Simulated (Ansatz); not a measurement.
The same path of BClFH + BrH (6 atoms, charge 0, multiplicity 1) was run twice with different band settings. Lost on the way: B1–Cl2, Br5–H6. Made: B1–Br5, Cl2–H6.

All numbers below come from Ansatz, RKS PBE/def2-SVP.

Relaxed end points:

```xyz
6
Properties=species:S:1:pos:R:3
B -0.035 0.363 0.052
Cl -0.086 0.728 1.782
H 1.021 0.177 -0.508
F -1.173 0.339 -0.617
Br 0.154 -3.094 0.955
H 0.161 -2.027 1.918
```

```xyz
6
Properties=species:S:1:pos:R:3
B 0.002 -0.532 -0.427
Cl 0.029 0.298 2.710
H 1.038 0.079 -0.544
F -1.159 0.029 -0.703
Br 0.032 -2.406 0.054
H 0.101 -0.983 2.493
```

Common settings: movable images 7; climbing image yes; spring 5.0 eV/Å²; optimiser quadratic models (default); start path through a guess of the saddle point; iteration limit 60; end points relaxed.

| run | force threshold |
| --- | --- |
| 1 | 0.05 eV/Å |
| 2 | 0.5 eV/Å |

Question: What does each run give, and how far can it be trusted?

Answer: Run 1: converged after 42 iterations, highest image 0.571 eV above the first end. A vibrational analysis at the climbing image gives one clearly imaginary mode, 455i cm⁻¹: a first-order saddle point.
Run 2: converged after 7 iterations, highest image 0.578 eV above the first end. The threshold of 0.5 eV/Å is loose, so the images may lie well off the minimum-energy path. The order of the point at the top wasn't checked.
The orbitals stay closed-shell, which can raise the energy where a bond breaks towards radicals; this wasn't checked here.
